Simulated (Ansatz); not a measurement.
# One elementary step

Start structure (BH5SO2, singlet), relaxed at PBE0-D4/def2-TZVP:

| atom | x (Å) | y (Å) | z (Å) |
| --- | --- | --- | --- |
| B1 | 0.8427 | -0.8912 | -0.1679 |
| H2 | 1.1002 | -0.7796 | 0.9952 |
| O3 | -0.0834 | -0.0549 | -0.7035 |
| O4 | 1.4368 | -1.8149 | -0.9701 |
| H5 | -1.4469 | 2.9931 | 1.2392 |
| S6 | -2.2629 | 1.9292 | 1.2619 |
| H7 | -0.2316 | -0.2164 | -1.6412 |
| H8 | 2.0755 | -2.3635 | -0.5118 |
| H9 | -1.4306 | 1.1981 | 0.4979 |

The step: BH₃O₂ ([OH][BH][OH]) + H₂S → BH₃SO₂ ([OH][B]([OH])[SH]) + H₂; bonds formed: B1–S6, H2–H5; bonds broken: B1–H2, H5–S6. Computed with Ansatz 0.2.0 (basis: def2-TZVPP and def2-QZVPP); correlated methods freeze the cores. Extrapolation: Hartree–Fock as exp(−7.88 √X), correlation as X^−2.97. Energies below are by CCSD(T) at an estimated basis limit (MP2 extrapolated from triple and quadruple zeta, plus CCSD(T) − MP2 in triple zeta).

What are the electronic barrier and the energy of the step, from the start structure to the end structure? (Judge from chemistry; the value comes from the calculation.)

By the calculation: Barrier 181.8 kJ/mol; step energy -26.5 kJ/mol (downhill); reverse barrier, their difference, 208.3 kJ/mol. Barrier and step energy count from the start structure, the reverse barrier from the end structure.

The saddle point: One imaginary mode of 1021i cm⁻¹.
```json
{"pair": "B1–S6", "start (Å)": "4.43", "saddle (Å)": "2.19", "end (Å)": "1.83"}
{"pair": "H2–H5", "start (Å)": "4.56", "saddle (Å)": "1.01", "end (Å)": "0.75"}
{"pair": "B1–H2", "start (Å)": "1.20", "saddle (Å)": "1.36", "end (Å)": "3.61"}
{"pair": "H5–S6", "start (Å)": "1.34", "saddle (Å)": "1.68", "end (Å)": "3.24"}
```

Zero-point energy (harmonic, PBE0-D4): ZPE is 155.9 kJ/mol at the start and 151.1 kJ/mol at the saddle, so the barrier goes from 181.8 to 177.0 kJ/mol.

No T1 diagnostic of these runs exceeds 0.013.

Labels in which every atom is bracketed show which atoms are joined, not bond orders.

For scale, one of the runs: CCSD(T)/def2-TZVPP, 205 basis functions, launched by `ansatz run in.yaml --threads 4 --pin off --events-out ev --progress --plain --max-ram 9574MiB`. Time: 78 s of wall clock on 4 CPU threads of an AMD EPYC 7R43; the host was shared. Peak host memory: 2.7 GiB.
